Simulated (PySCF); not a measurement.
How far are cheaper levels from CCSD(T)/CBS for KO?

PySCF; the state is a doublet (π ↑). The composite is CCSD(T) extrapolated to the basis-set limit from two correlation-consistent sets, with core-valence (CV) and scalar-relativistic (SR) terms as its label shows; it has no spin–orbit coupling and nothing beyond (T). Here it is CCSD(T)/CBS(DT)+CV. It gives Re = 2.317 Å, ωe = 398 cm⁻¹ and De = 2.82 eV to K + O.

```
    level  basis     relativity  Re (Å)  ωe (cm⁻¹)  De (eV)
      LDA  3-21G  no relativity   2.400        314     2.19
      PBE  3-21G  no relativity   2.476        283     1.89
   PBEsol  3-21G  no relativity   2.439        295     1.97
   revPBE  3-21G  no relativity   2.508        271     1.81
   r²SCAN  3-21G  no relativity   2.459        301     1.73
     PBE0  3-21G  no relativity   2.439        296     1.37
CAM-B3LYP  3-21G  no relativity   2.418        313     1.37
```

**Question.** Give the difference of each row from the composite.

**Answer.** 

```tsv
level	basis	ΔRe (pm)	Δωe (%)	ΔDe (eV)
LDA	3-21G	+8.3	-21.1	-0.63
PBE	3-21G	+15.9	-28.9	-0.93
PBEsol	3-21G	+12.2	-25.9	-0.85
revPBE	3-21G	+19.1	-31.9	-1.01
r²SCAN	3-21G	+14.2	-24.4	-1.09
PBE0	3-21G	+12.2	-25.6	-1.45
CAM-B3LYP	3-21G	+10.1	-21.4	-1.45
```

**Question.** Which rows come closest in De?

**Answer.** LDA in 3-21G (-0.63 eV), counted from the composite.

⟨S²⟩ is raised (KO 0.94), so spin contamination touches these numbers. Correlated steps freeze 6 core orbitals. 3-21G is very small, so such numbers show the basis as much as the molecule. The state was picked by a PBE0 search and need not be the measured ground state.
